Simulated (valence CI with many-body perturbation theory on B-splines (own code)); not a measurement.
## Ladder of approximations for Cl III

Computed by valence CI with perturbative core correlation (CI+MBPT): five valence electrons over a frozen Dirac-Fock core [Ne], radial functions for each j: 9 s, 9 p, 8 d, 6 f, 3 g, 1 h, with the one-electron correlation potential Σ1 (screened to all orders), the two-electron term Σ2, the three-electron term Σ3, Breit, model QED; selected single and double excitations, second order for the rest, scaled by the run's own slope (own B-spline code, finite nucleus).

Set against measurement, 24 paired levels are off by 102 cm⁻¹ on average, the worst by 236. These come from a selection out of Moore, Atomic Energy Levels, vol. I, NSRDS-NBS 35 (1971 reprint of NBS Circular 467, 1949), an old analysis. Levels without a partner in it may be off by more. Among the levels kept, up to 1500 cm⁻¹ of a level comes from second order outside the variational space, and about a tenth of that is noise between levels of different J, which matters for small intervals.

Each rung adds one term. CI alone is the Dirac-Coulomb CI over the frozen core; QED comes last and gives the full result, which names the levels. Energies are above 3s²3p³ ⁴S°_3/2 on the same rung, in eV.

Names give the largest LS component (configuration and term), which can be under half, so a name can repeat, a term be missing and a line seem to break the LS rules; names also repeat where a configuration has a term twice. Letters in brackets count levels of one name in rising energy.

```
              Level  CI alone    + Σ1    + Σ2    + Σ3  + Breit    Full
     3s²3p³ ²D°_3/2     2.280   2.291   2.268   2.258    2.258   2.259
     3s²3p³ ²D°_5/2     2.289   2.300   2.277   2.268    2.266   2.266
     3s²3p³ ²P°_1/2     3.756   3.772   3.741   3.726    3.726   3.725
     3s²3p³ ²P°_3/2     3.768   3.784   3.753   3.738    3.737   3.737
       3s3p⁴ ⁴P_5/2    12.129  12.173  12.209  12.209   12.208  12.202
       3s3p⁴ ⁴P_3/2    12.203  12.250  12.285  12.285   12.283  12.276
       3s3p⁴ ⁴P_1/2    12.247  12.294  12.330  12.330   12.325  12.319
       3s3p⁴ ²D_3/2    15.111  15.172  15.160  15.150   15.147  15.142
       3s3p⁴ ²D_5/2    15.119  15.180  15.168  15.158   15.154  15.149
3s²3p²3d ²P_3/2 [a]    16.981  17.062  17.008  16.988   16.982  16.981
3s²3p²3d ²P_1/2 [a]    17.072  17.154  17.100  17.080   17.071  17.070
    3s²3p²3d ⁴F_3/2    18.162  18.257  18.203  18.172   18.167  18.167
    3s²3p²3d ⁴F_5/2    18.192  18.288  18.234  18.202   18.196  18.196
    3s²3p²3d ⁴F_7/2    18.232  18.329  18.275  18.243   18.234  18.234
    3s²3p²3d ⁴F_9/2    18.286  18.385  18.330  18.298   18.286  18.287
       3s3p⁴ ²S_1/2    18.581  18.658  18.594  18.570   18.567  18.562
    3s²3p²3d ⁴D_1/2    18.827  18.927  18.868  18.835   18.828  18.829
    3s²3p²3d ⁴D_5/2    18.832  18.932  18.872  18.839   18.831  18.832
    3s²3p²3d ⁴D_3/2    18.838  18.938  18.879  18.846   18.838  18.839
```

**Question.** How does the ionisation energy move along the ladder, and which term matters most?

**Answer.** CI alone 39.513, + Σ1 39.737, + Σ2 39.628, + Σ3 39.580, + Breit 39.579, + QED 39.581 eV. The largest step is Σ1, 0.224 eV. NIST lists 39.8 ± 0.11 eV (semi-empirical).
